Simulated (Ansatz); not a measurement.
Geometry optimisation, RKS CAM-B3LYP-D4/def2-SVP in Ansatz 0.2.0.

input.yaml

```yaml
crystal:
  periodic: [false, false, false]
  atoms:
    - { symbol: B, position_ang: [0.0, 0.0, 0.0] }
    - { symbol: F, position_ang: [0.0, 0.0, 1.67] }
    - { symbol: Cl, position_ang: [1.6108, 0.0, -0.93] }
    - { symbol: Cl, position_ang: [-1.6108, 0.0, -0.93] }
    - { symbol: S, position_ang: [0.0915, -2.0763, 0.6906] }
    - { symbol: H, position_ang: [-0.666, -2.8867, -0.1635] }
    - { symbol: H, position_ang: [0.047, -1.0665, 1.6601] }
basis:
  gaussian: { orbitals: def2-SVP }
hamiltonian:
  xc: cam_b3lyp
  dispersion: d4
relax:
  f_tol: 0.15
  max_steps: 25
  restrain:
    - { distance: [0, 4], at: 3.09, k: 30.0 }
    - { distance: [6, 1], at: 2.12, k: 30.0 }
    - { distance: [0, 1], at: 1.32, k: 30.0 }
    - { distance: [6, 4], at: 1.4, k: 30.0 }
output:
  orbitals: {}
```

Run as:

```bash
$ ansatz run input.yaml --threads 4 --pin off --max-ram 5120MiB --backend cpu --events-out ev --progress --plain --runs-dir out
```

Task: Where does it end, and by what steps?

Result: It converged. The restraints hold the end off the free minimum; the threshold counts their pulls, which the force column leaves out. Restrained pairs: B1–S5 (2.19 → 3.09 Å), F2–H7 (1.07 → 2.13 Å), B1–F2 (1.67 → 1.32 Å), S5–H7 (1.40 → 1.38 Å). After 9 steps the energy has fallen by 4.229 eV (the restraints' own energy left out); H7 moved furthest, 0.68 Å.

```csv
step,energy less start (eV),largest force component (eV/Å),accepted
0,0.0000,5.184,yes
1,-0.9396,3.316,yes
2,-2.2155,3.723,yes
3,-3.4191,2.002,yes
4,-4.0369,1.471,yes
5,-4.0614,1.401,yes
6,-4.1759,0.824,yes
7,-4.2215,0.771,yes
8,-4.2042,0.848,no
9,-4.2291,0.727,yes
```

```xyz
7
Properties=species:S:1:pos:R:3
B 0.065 0.258 -0.099
F -0.009 0.336 1.215
Cl 1.594 0.525 -0.882
Cl -1.416 0.053 -1.006
S 0.277 -2.701 0.768
H -0.987 -2.762 0.307
H -0.052 -1.737 1.694
```

Run time: 17 s on 4 threads of Arm Neoverse V1, with other jobs on the host, peak memory 0.23 GiB.
